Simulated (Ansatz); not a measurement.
Reactions of `C=CN(C)C`.

Calculated with Ansatz (gas phase, PBE0-D4/def2-TZVP geometries, no zero-point term in ΔE). CBS: MP2 limit from def2 TZ/QZ plus the TZ coupled-cluster correction, frozen cores. DFT in def2-TZVPP. def2 core potentials past Kr. For Ge, Sn, Te outer-core shells are correlated without core-valence functions, which leaves a few kJ/mol of doubt a bond. Scalar relativity is left out up to krypton. One conformer a species, not always the lowest.

```
                                                reaction  PBE-D4 (kcal/mol)  MP2/CBS(def2) (kcal/mol)  PBE0-D4 (kcal/mol)  CCSD/CBS(def2) (kcal/mol)  CCSD(T)/CBS(def2) (kcal/mol)
    `C=CN(C)C` + `[NH2][GeH3]` → `C=C[NH][GeH3]` + `CNC`                4.4                       5.1                 4.2                        3.8                           4.3
`C=CN(C)C` + `FC(F)(F)[TeH]` → `C[Te]C(F)(F)F` + `C=CNC`               -7.0                      -8.7                -6.8                       -8.1                          -8.1
  `C=CN(C)C` + `C[O][Sn][OH]` → `C[O][Sn][O]C` + `C=CNC`               11.0                      13.5                11.3                       11.5                          11.9
   `C=CN(C)C` + `CN[SiH2]Cl` → `C=CN(C)[SiH2]Cl` + `CNC`                2.0                       1.5                 1.9                        1.4                           1.3
```

Largest T1 diagnostic: 0.017, for `C[O][Sn][OH]`.
